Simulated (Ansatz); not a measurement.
The molecule TaAl, multiplicity 7 (an upper state: multiplicity 5 came lower at CCSD(T)/def2-TZVPP on PBE0 minima). No spin–orbit coupling.

The constants come from a fifth-degree fit in 1/R (seven points, main isotopes). Runs in def2 and cc sets follow the lowest solution found near the PBE0 minimum.

The values were computed with Ansatz (Gaussian orbitals).  In def2 rows elements past Kr take small-core potentials, without spin–orbit coupling.

```tsv
level	r_e (Å)	ω_e (cm⁻¹)	B_e (cm⁻¹)	ω_e x_e (cm⁻¹)	dipole (D)
PBE/def2-TZVPP	2.567	297	0.109	1.1	1.04
PBE0/def2-TZVPP	2.539	314	0.111	1.1	1.49
wB97X-V/def2-TZVPP	2.515	332	0.114	1.3	2.29
```

Ansatz is a first-principles code.
